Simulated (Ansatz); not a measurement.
The cluster MgBr2. The state is a singlet with charge 0. Geometry PBE-D4/def2-TZVP.

| atom | x (Å) | y (Å) | z (Å) |
| --- | --- | --- | --- |
| Mg1 | -0.001 | -0.002 | -0.009 |
| Br2 | -2.212 | -0.635 | 0.396 |
| Br3 | 2.212 | 0.637 | -0.388 |

The 6-31G sets use Cartesian d functions. The structure comes from a short search, and lower isomers may exist.

Question: Estimate the orbital energies around the gap (eV) in Ansatz with HF/6-31G, LDA (SPW92)/def2-TZVP, PBE-D4/def2-SVP, r2SCAN-D4/def2-TZVP, BHLYP-D4/def2-TZVP.

Answer: 
```
orbital  HF/6-31G  LDA (SPW92)/def2-TZVP  PBE-D4/def2-SVP  r2SCAN-D4/def2-TZVP  BHLYP-D4/def2-TZVP
 HOMO−5    -13.08                  -9.05            -8.79                -9.13              -11.23
 HOMO−4    -12.28                  -8.30            -8.10                -8.45              -10.42
 HOMO−3    -11.61                  -7.50            -7.21                -7.64               -9.67
 HOMO−2    -11.61                  -7.50            -7.21                -7.64               -9.67
 HOMO−1    -11.34                  -7.37            -7.06                -7.53               -9.54
   HOMO    -11.34                  -7.37            -7.06                -7.53               -9.54
   LUMO      0.11                  -2.90            -2.50                -2.17               -1.31
 LUMO+1      1.24                  -1.34            -1.03                -0.67                0.15
 LUMO+2      1.24                  -1.34            -1.03                -0.67                0.15
 LUMO+3      3.29                   1.07             1.03                 1.97                2.51
 LUMO+4      5.09                   1.09             1.58                 2.04                2.59
 LUMO+5      5.89                   1.68             3.10                 2.39                2.95
```
